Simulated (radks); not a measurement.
All-electron atom: W XXXII in [Kr] 4d7.

All-electron calculation, scalar-relativistic Kohn-Sham, LDA (Slater exchange, VWN5 correlation), spin-polarised, spherical densities, finite nucleus; open shells are filled with parallel spins first (spin-orbit coupling, left out, can overturn this in heavy ions); Fermi nuclear charge, rms radius 5.3658 fm. Program: a radial shooting solver on a logarithmic mesh with Libxc functionals.

Energy parts (eV):
| part | energy |
|---|---|
| total | -425418.57 |
| kinetic | 469895.38 |
| electron-nucleus | -999218.98 |
| Hartree | 111148.51 |
| exchange-correlation | -7243.48 |

Orbitals (lengths in bohr, moments of r in powers of bohr; r(90%) holds 90 % of the orbital's charge):
orbital  occ.  eigenvalue (eV)      <r^2>  r(90%)  <1/r>
1s up       1        -70577.06  0.0004637  0.0334  86.97
1s down     1        -70576.93  0.0004637  0.0334  86.97
2s up       1        -13155.98   0.007132   0.120  20.33
2s down     1        -13153.06   0.007131   0.120  20.34
2p up       3        -11659.00   0.005897   0.113  18.44
2p down     3        -11656.54   0.005897   0.113  18.44
3s up       1        -3922.453    0.04581   0.293  7.572
3s down     1        -3920.484    0.04577   0.293  7.574
3p up       3        -3478.487    0.04637   0.299  7.002
3p down     3        -3476.403    0.04632   0.299  7.004
3d up       5        -2971.128    0.03826   0.280  6.613
3d down     5        -2968.475    0.03824   0.280  6.614
4s up       1        -1620.436     0.1965   0.593  3.498
4s down     1        -1613.882     0.1966   0.593  3.496
4p up       3        -1461.117     0.2124   0.620  3.253
4p down     3        -1454.671     0.2127   0.621  3.251
4d up       5        -1266.430     0.2188   0.639  3.027
4d down     2        -1260.000     0.2193   0.640  3.025

The highest occupied level is 4d down at -1260.0 eV. Spin moment in Bohr magnetons: 3. Summed over all electrons, <r^2> = 4.004 bohr^2, which gives a Langevin (diamagnetic) susceptibility term of -3.17 x 10^-6 cm^3/mol. The spin density at the nucleus is -20.60 e/bohr^3 (1s -3.71, 2s -15.73, 3s -6.75, 4s 5.59).
